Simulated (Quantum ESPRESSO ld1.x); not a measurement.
Ni4+, configuration [Ar] 3d6.

All-electron calculation, non-relativistic Kohn-Sham, LDA (Slater exchange, Perdew-Wang correlation), spin-polarised, spherical densities, point nucleus; open shells are filled with parallel spins first. Program: ld1.x of Quantum ESPRESSO 7.5.

Energy parts (hartree):
| part | energy |
|---|---|
| total | -1501.2247 |
| kinetic | 1499.6663 |
| electron-nucleus | -3530.4175 |
| Hartree | 588.0565 |
| exchange-correlation | -58.5300 |

Orbitals (lengths in bohr, moments of r in powers of bohr; r(90%) holds 90 % of the orbital's charge):
orbital  occ.  eigenvalue (hartree)  r(90%)  <1/r>     <r^2>
1s up       1              -300.216  0.0978  27.47  0.004042
1s down     1              -300.214  0.0978  27.47  0.004042
2s up       1              -37.7375   0.385  5.933   0.07307
2s down     1              -37.6305   0.384  5.943   0.07284
2p up       3              -33.2782   0.355  5.899   0.05778
2p down     3              -33.1970   0.354  5.909   0.05754
3s up       1              -6.30090    1.10  1.920    0.6259
3s down     1              -6.11421    1.11  1.909    0.6325
3p up       3              -4.92789    1.16  1.809    0.6761
3p down     3              -4.74450    1.17  1.794    0.6869
3d up       5              -2.61357    1.37  1.540    0.8511
3d down     1              -2.43495    1.41  1.513    0.8991

The highest occupied level is 3d down at -66.258 eV. Virial ratio -V/T = 2.00104. The density falls to 0.001 e/bohr^3 at r = 2.44 bohr.

Run on one thread of a shared host, so times are rough (Intel(R) Xeon(R) Processor @ 2.60GHz): 0.62 s of CPU time, 0.65 s wall, 23 iterations on 1869 mesh points.
